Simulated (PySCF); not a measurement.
Spectrum to structure. The calculation used TDDFT CAM-B3LYP/def2-SVPD, vertical, gas phase, core orbitals frozen in the response in PySCF. Geometries: GFN2-xTB, one conformer each.

```
state  ν̃ (cm⁻¹)       f  main configurations (H = HOMO, L = LUMO)
   S1      24120  0.0042                  H→L (77%), H-1→L+1 (19%)
   S2      26430  0.0018                  H-1→L (57%), H→L+1 (37%)
   S3      42110  0.0046                  H→L+1 (58%), H-1→L (38%)
   S4      46870   0.120                  H-1→L+1 (74%), H→L (19%)
   S5      53950  0.0051                               H→L+2 (76%)
   S6      55680   0.018   H→L+4 (56%), H-1→L+4 (9%), H-1→L+2 (9%)
   S7      56600   0.011                  H→L+3 (64%), H-2→L (12%)
   S8      57150   0.061                   H-2→L (78%), H→L+3 (8%)
```

Orbital energies (eV): HOMO-3 -12.58, HOMO-2 -11.40, HOMO-1 -9.04, HOMO -8.41, LUMO -1.13, LUMO+1 -0.13, LUMO+2 1.06.

Problem. Which structure fits? All have the formula C3H6O2Si.
A. `O=C[C@H]1C[SiH2]O1`
B. `C=C1CO[Si@H]1O`
C. `C1[Si@H](OC1=C)O`
D. `CC1=CO[SiH2]O1`
E. `C[SiH](C=O)C=O`

Solution. E. Its S1, at 2.99 eV, is the lowest among the candidates; the nearest of the others has S1 at 4.19 eV. S1 is HOMO→LUMO (77%), HOMO-1→LUMO+1 (19%). Löwdin shares by element: HOMO oxygen 52%, carbon 12% or more, silicon 12% (atoms not listed hold the other 24%); LUMO carbon 40% or more, oxygen 36% (atoms not listed hold the other 24%). At the same level the other candidates give, for their lowest levels:
- `C=C1CO[Si@H]1O`: 6.04 eV (f 0.003); 6.71 eV (f 0.189); 7.14 eV (f 0.059); 7.20 eV (f 0.118); 7.42 eV (f 0.035); T1 4.13 eV; HOMO -9.13, LUMO 0.38 eV
- `C=C1C[Si@@H](O)O1`: 6.34 eV (f 0.010); 6.65 eV (f 0.043); 6.86 eV (f 0.084); 6.92 eV (f 0.212); 7.56 eV (f 0.002); T1 4.36 eV; HOMO -8.10, LUMO 0.74 eV
- `CC1=CO[SiH2]O1`: 5.17 eV (f 0.000); 5.46 eV (f 0.009); 6.39 eV (f 0.000); 6.47 eV (f 0.190); 6.65 eV (f 0.005); T1 4.07 eV; HOMO -7.31, LUMO 0.95 eV
- `O=C[C@H]1C[SiH2]O1`: 4.19 eV (f 0.000); 6.42 eV (f 0.003); 6.70 eV (f 0.079); 6.99 eV (f 0.005); 7.24 eV (f 0.009); T1 3.61 eV; HOMO -8.99, LUMO -0.13 eV

Conformer computed: `[CH3:1][SiH:2]([CH:3]=[O:4])[CH:5]=[O:6]`: C1–Si2–C3–O4 141°, C1–Si2–C5–O6 32°.
Triplets come from the Tamm–Dancoff approximation.
